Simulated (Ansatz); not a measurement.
Basis-set series for BFH3InO, SMILES `FB[O][InH2]`. Charge 0, multiplicity 1. In takes the def2 core potential. The structure was optimised at the PBE0-D4/def2-TZVP level. It is one conformer, not always the lowest.

```csv
functional,basis,functions,energy (Eh),HOMO (eV),LUMO (eV)
PBE0-D4,def2-SVP,83,-391.58510,-8.69,-1.57
PBE0-D4,def2-QZVPP,343,-391.84996,-8.78,-1.65
ωB97M-V,def2-SVP,83,-391.67948,-10.90,0.01
ωB97M-V,def2-QZVPP,343,-391.95022,-11.01,-0.23
```

Question: Give the rows for def2-TZVPP. (An estimate is asked.)

Answer: Ansatz gave: 
```json
{"functional": "PBE0-D4", "basis": "def2-TZVPP", "functions": "185", "energy (Eh)": "-391.83658", "HOMO (eV)": "-8.77", "LUMO (eV)": "-1.65"}
{"functional": "ωB97M-V", "basis": "def2-TZVPP", "functions": "185", "energy (Eh)": "-391.93756", "HOMO (eV)": "-11.00", "LUMO (eV)": "-0.19"}
```
